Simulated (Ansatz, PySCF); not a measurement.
Isomers of CH7GeN: 1 is [CH3][GeH2][NH2], 2 is [NH](C)[GeH3]; one conformer of each (the lowest of an xTB search), B3LYP-D3(BJ)/def2-TZVP minima.
Isomer 1 (charge 0, multiplicity 1):
```xyz
10

C     -1.457     0.200     0.194
Ge     0.259    -0.429    -0.508
N      1.579     0.185     0.647
H     -2.279    -0.161    -0.423
H     -1.482     1.290     0.200
H     -1.591    -0.159     1.213
H      0.368    -1.966    -0.487
H      0.436     0.059    -1.971
H      1.673     1.193     0.663
H      2.494    -0.211     0.472
```
Isomer 2 (charge 0, multiplicity 1, Z-matrix in Å and degrees):
```
N
H 1 1.0111
C 1 1.4592 2 111.58
H 3 1.0924 1 109.40 2 172.65
H 3 1.0926 4 107.12 1 119.28
H 3 1.0992 4 107.50 5 115.75
Ge 1 1.8498 2 112.60 3 -135.71
H 7 1.5368 1 107.06 2 -44.45
H 7 1.5384 8 111.54 1 116.64
H 7 1.5509 8 109.68 9 120.12
```

No zero-point or thermal terms.

Rows in LANL2DZ, STO-3G carry no dispersion term and start afresh at each structure; the Pople sets are all-electron and without relativity. LANL2DZ brings its own core potentials from Na on.

Codes used: Ansatz (an electronic-structure program); PySCF for LANL2DZ rows, STO-3G rows. 

One of these levels gives 13.83 kcal/mol for the electronic energy of isomer 2 less that of isomer 1. Which one is it?
A) HF/STO-3G
B) B3LYP/LANL2DZ
C) HF/cc-pVDZ
D) HF/cc-pVTZ

C, HF/cc-pVDZ. The others give 11.03 (HF/STO-3G), 16.19 (HF/cc-pVTZ), 19.37 (B3LYP/LANL2DZ)
